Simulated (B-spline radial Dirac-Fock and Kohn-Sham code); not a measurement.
X-ray form factors of cesium in several charge states

These are calculated numbers from a radial finite-basis atomic code; the model is relativistic Hartree-Fock (Dirac-Fock) wave functions, averaged over the configuration.

Configurations: Cs²⁹⁺ [Ar] 3d8; Cs³⁰⁺ [Ar] 3d7; Cs³¹⁺ [Ar] 3d6; Cs³³⁺ [Ar] 3d4; Cs³⁵⁺ [Ar] 3d2. The first column is f₀ of Cs²⁹⁺, the others are differences from it.

```
s (Å⁻¹)   Cs²⁹⁺  Δ Cs³⁰⁺  Δ Cs³¹⁺  Δ Cs³³⁺  Δ Cs³⁵⁺
      0  26.000   -1.000   -2.000   -4.000   -6.000
   0.05  25.973   -0.998   -1.996   -3.993   -5.990
    0.1  25.891   -0.992   -1.985   -3.971   -5.959
   0.15  25.756   -0.983   -1.967   -3.936   -5.908
    0.2  25.569   -0.970   -1.941   -3.887   -5.838
   0.25  25.331   -0.953   -1.909   -3.825   -5.748
    0.3  25.045   -0.934   -1.870   -3.751   -5.641
   0.35  24.712   -0.911   -1.825   -3.665   -5.517
    0.4  24.336   -0.885   -1.775   -3.568   -5.377
   0.45  23.919   -0.857   -1.720   -3.461   -5.223
    0.5  23.465   -0.826   -1.660   -3.346   -5.056
    0.6  22.460   -0.760   -1.529   -3.094   -4.691
    0.7  21.352   -0.688   -1.388   -2.820   -4.293
    0.8  20.171   -0.614   -1.242   -2.535   -3.876
    0.9  18.948   -0.540   -1.094   -2.246   -3.453
      1  17.711   -0.467   -0.950   -1.962   -3.034
    1.1  16.488   -0.397   -0.812   -1.689   -2.630
    1.2  15.299   -0.333   -0.683   -1.433   -2.248
    1.4  13.097   -0.222   -0.460   -0.984   -1.571
    1.6  11.200   -0.136   -0.286   -0.629   -1.028
```
